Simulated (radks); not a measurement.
Problem. All-electron atom: Ir27+ in [Kr] 4d10 4f4. All-electron calculation, Dirac Kohn-Sham, relativistic LDA (MacDonald-Vosko exchange, VWN5 correlation), spin-unpolarised, spherical densities, finite nucleus; open shells fill j = l - 1/2 first; Fermi nuclear charge, rms radius 5.4032 fm. Program: a radial shooting solver on a logarithmic mesh with Libxc functionals. Some entries of the table are withheld. Estimate them.

| orbital | occ. | eigenvalue (hartree) | r(max) (bohr) |
|---|---|---|---|
| 1s1/2 | 2 | -2805.282 | 0.01088 |
| 2s1/2 | 2 | (1) | 0.06279 |
| 2p1/2 | 2 | -498.1478 | (2) |
| 2p3/2 | 4 | -439.1489 | (3) |
| 3s1/2 | 2 | -146.3852 | 0.1765 |
| 3p1/2 | 2 | -137.3931 | 0.1648 |
| 3p3/2 | 4 | -124.3944 | 0.1793 |
| 3d3/2 | 4 | (4) | 0.1398 |
| 3d5/2 | 6 | (5) | 0.1438 |
| 4s1/2 | 2 | (6) | 0.3906 |
| 4p1/2 | 2 | -50.80093 | 0.3876 |
| 4p3/2 | 4 | -47.29752 | 0.4145 |
| 4d3/2 | 4 | -40.92970 | 0.4027 |
| 4d5/2 | 6 | -40.22189 | 0.4105 |
| 4f5/2 | 4 | -32.22305 | 0.3510 |
| 4f7/2 | 0 | -32.04404 | 0.3541 |

Solution. 
(1) 2s1/2 eigenvalue (hartree): -518.0765
(2) 2p1/2 r(max) (bohr): 0.04638
(3) 2p3/2 r(max) (bohr): 0.05351
(4) 3d3/2 eigenvalue (hartree): -109.2657
(5) 3d5/2 eigenvalue (hartree): -106.4434
(6) 4s1/2 eigenvalue (hartree): -54.65659
